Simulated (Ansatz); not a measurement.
C3H7N, SMILES `C=CNC` (C–C–N–C torsion 152°) (charge 0, multiplicity 1).

Cartesian coordinates (Å):
SMILES: C=CNC
```xyz
11

C     -1.1350    -0.7013    -1.4830
C     -0.5129    -0.5753    -0.3094
N      0.6551     0.1071    -0.0618
C      0.8771     0.6727     1.2459
H     -0.7794    -0.2044    -2.3792
H     -2.0071    -1.3327    -1.5708
H     -0.9055    -1.0839     0.5683
H      0.9631     0.6887    -0.8258
H      0.6957    -0.0918     2.0048
H      0.2313     1.5330     1.4721
H      1.9176     0.9879     1.3389
```
Charge 0, spin multiplicity 1.

Frozen-core energies in 6-31g from Ansatz (an electronic-structure program) at a geometry from PBE0-D3(BJ)/def2-TZVP; the HF reference has <S^2> = 0.00 and the T1 diagnostic is 0.011.

```json
[
 {"level": "HF", "energy (Ha)": "-172.01976"},
 {"level": "MP2", "energy (Ha)": "-172.39492"},
 {"level": "CCSD", "energy (Ha)": "-172.43782"},
 {"level": "CCSD(T)", "energy (Ha)": "-172.44858"}
]
```

**Question.** Estimate the energies of CCSDT and CCSDT(Q), and give each level's difference from CCSDT(Q).

**Answer.** 
```json
[
 {"level": "MP2", "energy (Ha)": "-172.39492", "difference from CCSDT(Q) (mHa)": "55.24"},
 {"level": "CCSD", "energy (Ha)": "-172.43782", "difference from CCSDT(Q) (mHa)": "12.35"},
 {"level": "CCSD(T)", "energy (Ha)": "-172.44858", "difference from CCSDT(Q) (mHa)": "1.59"},
 {"level": "CCSDT", "energy (Ha)": "-172.44923", "difference from CCSDT(Q) (mHa)": "0.93"},
 {"level": "CCSDT(Q)", "energy (Ha)": "-172.45017", "difference from CCSDT(Q) (mHa)": "0.00"}
]
```
